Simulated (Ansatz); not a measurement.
The cluster W₂Cl. Total charge 0; doublet. Geometry PBE0-D4/def2-TZVP, that of the charge +1 singlet; atoms count from 1.

```xyz
3

W     0.0856   -0.8519    0.3770
W    -1.5358   -0.0547   -0.6689
Cl    1.4502    0.9066    0.2918
```

In the def2 sets W takes a core potential; there is no spin–orbit coupling. The charge 0 doublet is spin-contaminated (final ⟨S²⟩ up to 2.17, 0.75 for a pure state). The structure comes from a short search, and lower isomers may exist.

(1) Estimate the Mulliken populations from the PBE0/def2-TZVP orbitals of Ansatz.

(2) Where does the spin sit?

(3) And the Mayer bond orders between heavy atoms (over 0.3)?

## Answers

(1) 
```tsv
atom	charge (e)	spin (α − β)	d electrons
W1	0.24	-2.23	4.63
W2	0.12	3.22	4.76
Cl3	-0.36	0.02	–
```
Mulliken values depend strongly on the basis.

(2) Summed by element: W 0.98, Cl 0.02, of 1 unpaired in all. Largest on single atoms: W2 3.22, W1 -2.23, Cl3 0.02.

(3) W1–W2 3.61 (2.09 Å); W1–Cl3 1.04 (2.23 Å).
